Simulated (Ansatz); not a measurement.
`S[SiH2][SnH3]` + `N[SiH3]` → `[SiH3][NH][SnH3]` + `[SiH3]S` at 600 K and 1 bar (cleavage of the Sn–Si bond).

Computed with Ansatz on PBE0-D4/def2-TZVP structures; ΔE is electronic, products minus reactants. CCSD(T)/CBS adds triple-zeta CCSD(T) − MP2 to the extrapolated MP2 energy (def2 sets, frozen cores). This one scheme is used for every species. def2 core potentials past Kr. For Sn outer-core shells are correlated without core-valence functions, which leaves a few kJ/mol of doubt a bond. One conformer a species, not always the lowest.

| species | CCSD(T)/CBS energy (Eh) | H − E (kJ/mol) | S (J/(mol·K)) |
| --- | --- | --- | --- |
| `S[SiH2][SnH3]` | -904.49431 | 184.4 | 453.2 |
| `N[SiH3]` | -346.80422 | 170.6 | 320.8 |
| `[SiH3][NH][SnH3]` | -562.01692 | 220.6 | 453.5 |
| `[SiH3]S` | -689.27336 | 126.3 | 326.2 |

H − E and S are ideal-gas, rigid-rotor, harmonic terms from PBE0-D4/def2-TZVP, for one conformer and one mirror image of each species. 1 Eh = 2625.50 kJ/mol, R = 8.31446 J/(mol·K).

Task: By hand: ΔE, ΔH, ΔS and ΔG.

Result: ΔE = (-562.01692) + (-689.27336) − (-904.49431) − (-346.80422) = 0.00825 Eh = 21.7 kJ/mol. Δ(H − E) = 220.6 + 126.3 − 184.4 − 170.6 = -8.1, so ΔH = 13.6 kJ/mol. ΔS = 453.5 + 326.2 − 453.2 − 320.8 = 5.7 J/(mol·K). ΔG = 13.6 − 600 × (5.7)/1000 = 10.2 kJ/mol.

Task: By hand: the equilibrium constant, and the temperature at which ΔG would vanish if ΔH and ΔS stayed fixed.

Result: log₁₀ K = −ΔG/(RT ln 10) = -0.9. ΔG = 0 at ΔH/ΔS = 2386 K, though so small a ΔS makes that figure unsure.

The number of gas molecules stays the same, so ΔS is small and ΔH decides. A doubt of 5 kJ/mol in ΔE shifts log₁₀ K by 0.4 here. Other conformers and mirror images would add mixing entropy, several J/(mol·K) or more a flexible species. Modes under 60 cm⁻¹, often nearly free rotors, make the harmonic entropy too high. These are equilibria of isolated gas molecules and say nothing of rates. Largest T1 diagnostic: 0.013 (customary marks: 0.02 for closed shells, 0.045 for open ones).
